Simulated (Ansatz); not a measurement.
Reactions of silicon tetrachloride.

Isolated molecules relaxed with PBE0-D4/def2-TZVP in Ansatz; ΔE leaves out vibrations. CCSD(T)/CBS is the MP2 limit (def2-TZVPP, def2-QZVPP) plus CCSD(T) − MP2 in def2-TZVPP, frozen cores. This one scheme is used for every species, atoms too. DFT in def2-TZVPP. No spin–orbit coupling; open shells (•) take unrestricted orbitals. Spin–orbit coupling would lower the free atoms: a little for Cl, Si. Each species was taken in one conformer, which may not be the lowest.

| reaction | CCSD(T)/CBS(def2) (kJ/mol) |
| --- | --- |
| `Cl[Si](Cl)(Cl)Cl` + `N=C=O` → `O=C=N[Si](Cl)(Cl)Cl` + HCl | -3 |
| `Cl[Si](Cl)(Cl)Cl` → 4 Cl• + Si• | ? |
| `Cl[Si](Cl)(Cl)Cl` + H₂O → `O[Si](Cl)(Cl)Cl` + HCl | -15 |
| `Cl[Si](Cl)(Cl)Cl` + CH₃OH → `CO[Si](Cl)(Cl)Cl` + HCl | -25 |

(1) Fill in the missing values. (Estimate.)

Largest T1 diagnostic: 0.018, for `N=C=O`.

## Answers

(1) Ansatz gave: `Cl[Si](Cl)(Cl)Cl` → 4 Cl• + Si•: +1619.8 kJ/mol.
